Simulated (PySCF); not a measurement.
# PbCl₃⁺, singlet: computed properties

Level of theory: PBE0/[Pb def2-SVP with ECP60, Cl def2-SVP], scalar-relativistic core potentials, density fitting, no spin–orbit coupling, PySCF.

The structure is a minimum.

Z-matrix (Å, degrees; charge 1 multiplicity 1):
```
Pb
Cl 1 2.3630
Cl 1 2.3630 2 120.00
Cl 1 2.3630 2 120.00 3 180.00
```

```json
{
  "Point group": "D3h",
  "Bond lengths": "Pb–Cl 2.363 Å (×3)",
  "Bond angles": "Cl–Pb–Cl 120.0° (×3)",
  "Lowest empty level": "-10.89 eV",
  "Principal quadrupole moments (Buckingham, traceless) about the centre of mass": "-2.89, 1.45, 1.45 D Å",
  "Enthalpy at 298.15 K above 0 K": "18.70 kJ/mol",
  "Principal polarisabilities": "31.9, 84.5, 84.5 bohr³",
  "Entropy at 298.15 K and 1 bar": "350.6 J/(mol K)",
  "Heat capacity Cp at 298.15 K": "77.1 J/(mol K)",
  "Dipole moment about the centre of mass": "0.00 D",
  "Rotational symmetry number": "6",
  "Zero-point energy": "8.1 kJ/mol",
  "Highest occupied level": "-15.03 eV",
  "Rotational constants": "0.05756, 0.05756, 0.02878 cm⁻¹"
}
```

Harmonic modes (masses in u: Pb 207.977, Cl 34.969):
```tsv
symmetry	ω (cm⁻¹)	IR (km/mol, summed over degenerate members)	μ (u)
e'	78	9.4	39.48
a2''	81	2.7	48.49
a1'	338	0.0	34.97
e'	389	41.4	41.86
```

In D3h the vibrations span 2e' + a2'' + a1'. The a1' mode carries no infrared intensity, as symmetry demands.

Charges (e):
```json
{"atom": "Pb1", "Mulliken": "1.05", "Löwdin": "0.49", "polar tensor": "1.68", "Mayer order to Pb1": "–"}
{"atom": "Cl2,3,4", "Mulliken": "-0.02", "Löwdin": "0.17", "polar tensor": "-0.23", "Mayer order to Pb1": "1.11"}
```

Mulliken populations on Pb1 (electrons outside its core potential): s 3.40, p 7.29, d 10.25.

Outer orbital energies (eV). occupied: -16.90, -16.90, -15.75, -15.15, -15.15, -15.14, -15.14, -15.03; empty: -10.89, -8.50, -5.08, -5.08.

Counting electrons, lead keeps none of its valence electrons outside its bonds, so the VSEPR class is AX3 and the expected shape is trigonal planar (D3h), as computed.

This need not be the most stable arrangement of these atoms. No spin–orbit coupling is included, which matters more the heavier the element.

The final relaxation and frequency run took 25 s on 2 threads of a shared Arm Neoverse N1 host, with 80 basis functions and 6 gradients; the process peaked at 0.94 GiB.
